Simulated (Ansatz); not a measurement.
`CC(O)([SiH3])Cl` + H₂O → `CC(O)(O)Cl` + SiH₄ at 700 K and 1 bar (formal hydrolysis of a C–Si bond).

Isolated molecules relaxed with PBE0-D4/def2-TZVP in Ansatz; ΔE leaves out vibrations. CBS: MP2 limit from def2 TZ/QZ plus the TZ coupled-cluster correction, frozen cores. This one scheme is used for every species. Each species was taken in one conformer, which may not be the lowest.

```tsv
species	CCSD(T)/CBS energy (Eh)	H − E (kJ/mol)	S (J/(mol·K))
`CC(O)([SiH3])Cl`	-904.34029	310.4	479.1
H₂O	-76.37941	80.5	218.4
`CC(O)(O)Cl`	-689.24637	268.1	425.4
SiH₄	-291.46306	115.5	252.9
```

H − E and S are ideal-gas, rigid-rotor, harmonic terms from PBE0-D4/def2-TZVP, for one conformer and one mirror image of each species. 1 Eh = 2625.50 kJ/mol, R = 8.31446 J/(mol·K).

Question: By hand: ΔE, ΔH, ΔS and ΔG.

Answer: ΔE = (-689.24637) + (-291.46306) − (-904.34029) − (-76.37941) = 0.01027 Eh = 27.0 kJ/mol. Δ(H − E) = 268.1 + 115.5 − 310.4 − 80.5 = -7.3, so ΔH = 19.7 kJ/mol. ΔS = 425.4 + 252.9 − 479.1 − 218.4 = -19.2 J/(mol·K). ΔG = 19.7 − 700 × (-19.2)/1000 = 33.1 kJ/mol.

Question: By hand: the equilibrium constant, and the temperature at which ΔG would vanish if ΔH and ΔS stayed fixed.

Answer: log₁₀ K = −ΔG/(RT ln 10) = -2.5. ΔH and −TΔS have one sign here, so there is no such temperature.

TΔS isn't small against ΔH here. A doubt of 5 kJ/mol in ΔE shifts log₁₀ K by 0.4 here. Other conformers and mirror images would add mixing entropy, several J/(mol·K) or more a flexible species. These are equilibria of isolated gas molecules and say nothing of rates. Largest T1 diagnostic: 0.011 (customary marks: 0.02 for closed shells, 0.045 for open ones).
